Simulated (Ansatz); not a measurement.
The same molecule with X = B, Al, Ga. Ansatz, PBE0-D4/def2-TZVP geometries, multiplicity 1. Each molecule was computed in one conformer, which needn't be the lowest.

Scalar relativity is left out up to krypton.

```tsv
X	molecule	mean X–Br bond length / Å	mean X–Cl bond length / Å	mean X–N bond length / Å	ideal-gas entropy at 298 K and 1 bar (rigid rotor, harmonic PBE0-D4/def2-TZVP) / J/(mol·K)	HOMO–LUMO gap (ωB97M-V/def2-TZVPP) / eV	LUMO energy (B3LYP/def2-TZVPP) / eV
Al	`[NH2][Al]([Cl])[Br]`	2.240	2.083	1.747	340	11.34	-0.97
Ga	`[NH2][Ga]([Cl])[Br]`	2.268	2.127	1.792	366	11.10	-1.47
```

**Question.** Give the row for X = B, `NB(Cl)Br`. (Best estimate.)

**Answer.** Ansatz gave: 
```
X    molecule  mean X–Br bond length / Å  mean X–Cl bond length / Å  mean X–N bond length / Å  ideal-gas entropy at 298 K and 1 bar (rigid rotor, harmonic PBE0-D4/def2-TZVP) / J/(mol·K)  HOMO–LUMO gap (ωB97M-V/def2-TZVPP) / eV  LUMO energy (B3LYP/def2-TZVPP) / eV
B  `NB(Cl)Br`                      1.926                      1.757                     1.382                                                                                         311                                    12.57                                -0.19
```

From B to Ga the mean X–Br bond length rises at each step, by 0.342 Å in all; the mean X–Cl bond length rises at each step, by 0.370 Å in all; the mean X–N bond length rises at each step, by 0.410 Å in all; the ideal-gas entropy at 298 K and 1 bar (rigid rotor, harmonic PBE0-D4/def2-TZVP) rises at each step, by 55 J/(mol·K) in all; the HOMO–LUMO gap (ωB97M-V/def2-TZVPP) falls at each step, by 1.47 eV in all; the LUMO energy (B3LYP/def2-TZVPP) falls at each step, by 1.28 eV in all.

B3LYP here is the variant with VWN-RPA as its local correlation; programs differ in this.

Spin–orbit coupling is left out; it splits and shifts lone-pair levels of the heavy atoms by tenths of an eV.
